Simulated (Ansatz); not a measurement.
Cost and result for the atomization energy of `[GeH3][B]1O[SiH2]1` (9 atoms, 9 bonds).

Z-matrix (Å, degrees):
```
Ge
B 1 2.054
H 1 1.537 2 109.3
H 1 1.537 2 109.1 3 -117.7
H 1 1.538 2 112.6 3 121.2
O 2 1.338 1 134.3 3 -123.1
Si 2 1.912 1 163.2 3 57.3
H 7 1.481 2 123.9 1 96.0
H 7 1.481 2 123.9 1 -96.7
```

The species carries charge 0 and has multiplicity 1. Correlated methods include outer-core shells of Ge, which these sets cover unevenly. Scalar relativity is left out up to krypton. The structure was optimised at the PBE0-D4/def2-TZVP level. Program: Ansatz. All runs use 4 threads of an Arm Neoverse V1 on a shared host. Times are those of one run each, without the atoms' runs, and a repeat can differ threefold. Electronic energies, without spin–orbit coupling; frozen cores. CCSD(T)/CBS adds CCSD(T) − MP2 in def2-TZVPP to the MP2 limit, and its time is that of the two runs behind it. T1 = 0.015. With those shells the extrapolation isn't a true limit. B3LYP takes the VWN-RPA correlation (the form of Gaussian; ORCA's B3LYP/G).

CCSD(T)/CBS is a level of theory with its own doubt, some kJ/mol a heavy atom from the limit and from the frozen cores, so smaller differences don't rank the functionals.

```
                             level  functions  wall time
   PBE-D4/def2-TZVPP (with forces)        222      2.2 s
                PBE0-D4/def2-TZVPP        222      2.5 s
 B3LYP-D4/def2-TZVPP (with forces)        222      3.8 s
r2SCAN-D4/def2-TZVPP (with forces)        222      3.9 s
                 B2PLYP/def2-TZVPP        222      4.7 s
                ωB97X-V/def2-TZVPP        222        7 s
  ωB97M-V/def2-TZVPP (with forces)        222       10 s
                    MP2/def2-QZVPP        423       17 s
                CCSD(T)/def2-TZVPP        222       92 s
                 CCSD(T)/CBS(def2)          –      110 s
```

Problem. What atomization energy does each give, and how far from CCSD(T)/CBS? (An estimate is asked.)

Solution. The calculation gave: 
```csv
level,atomization (kJ/mol),difference from CCSD(T)/CBS,per bond
PBE-D4/def2-TZVPP (with forces),2899.7,20.2,2.2
PBE0-D4/def2-TZVPP,2854.6,-24.9,-2.8
B3LYP-D4/def2-TZVPP (with forces),2864.0,-15.5,-1.7
r2SCAN-D4/def2-TZVPP (with forces),2901.0,21.5,2.4
B2PLYP/def2-TZVPP,2839.8,-39.7,-4.4
ωB97X-V/def2-TZVPP,2897.9,18.4,2.0
ωB97M-V/def2-TZVPP (with forces),2874.8,-4.7,-0.5
MP2/def2-QZVPP,2880.9,1.4,0.1
CCSD(T)/def2-TZVPP,2812.1,-67.4,-7.5
CCSD(T)/CBS(def2),2879.5,0.0,0.0
```

The D4 term adds +28.4 kJ/mol with B3LYP and +14.8 kJ/mol with PBE0; it sums over pairs of atoms, weighted by their polarisabilities, and B3LYP, whose exchange is more repulsive, gets the larger term. In def2-TZVPP, CCSD(T) changes the Hartree–Fock value by +729.2 kJ/mol (the triples alone add +46.2 kJ/mol) and MP2 by +758.1 kJ/mol; breaking electron pairs costs correlation energy, which Hartree–Fock lacks. From PBE to PBE0 (25 % exact exchange), in def2-TZVPP and without D4, the atomization energy moves by −42.5 kJ/mol: exact exchange takes away binding that semilocal exchange gives to molecules.
